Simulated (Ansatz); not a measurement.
Relaxation of C₂H₃AlSe (7 atoms, charge 0, multiplicity 1), to a largest force component of 0.02 eV/Å in at most 50 steps.

Theory: Ansatz, RKS PBE-D4/def2-SVP.

```xyz
7
Properties=species:S:1:pos:R:3:forces:R:3
C -0.316 0.862 0.085 0.95 -1.46 2.28
C 0.166 0.030 1.031 -1.88 4.13 -1.74
Se 0.759 -1.749 0.518 1.35 -2.74 1.71
Al -0.026 -0.511 -1.293 -0.33 0.13 -1.66
H -0.645 1.854 0.372 -0.31 0.58 -0.48
H 0.268 0.237 2.089 0.29 -0.43 0.75
H 1.250 -3.167 0.222 -0.07 -0.21 -0.87
```

Problem. Where does it end, and by what steps?

Solution. It converged. After 15 steps the energy has fallen by 2.124 eV; H5 moved furthest, 0.67 Å. Parted: C2–Se3.

| step | energy less start (eV) | largest force component (eV/Å) | accepted |
| --- | --- | --- | --- |
| 0 | 0.0000 | 4.130 | yes |
| 1 | -0.7761 | 2.571 | yes |
| 2 | -1.3498 | 1.668 | yes |
| 3 | -1.7525 | 1.687 | yes |
| 4 | -1.9814 | 0.876 | yes |
| 5 | -2.0620 | 0.833 | yes |
| 6 | -2.0978 | 0.145 | yes |
| 7 | -2.1033 | 0.199 | yes |
| 8 | -2.1103 | 0.157 | yes |
| 9 | -2.1120 | 0.613 | yes |
| 10 | -2.1171 | 0.685 | yes |
| 11 | -2.1215 | 0.128 | yes |
| 12 | -2.1225 | 0.134 | yes |
| 13 | -2.1236 | 0.140 | yes |
| 14 | -2.1242 | 0.026 | yes |
| 15 | -2.1242 | 0.004 | yes |

```xyz
7
Properties=species:S:1:pos:R:3
C -0.372 1.082 0.245
C 0.006 0.582 1.333
Se 0.989 -2.261 0.716
Al 0.111 -0.691 -0.891
H -0.793 1.946 -0.280
H 0.332 0.153 2.274
H 1.182 -3.256 -0.372
```

Whether the end is a true minimum wasn't checked by a vibrational analysis.

The run took 25 s on 2 threads of Arm Neoverse V2, with other jobs on the host, peak memory 0.17 GiB.
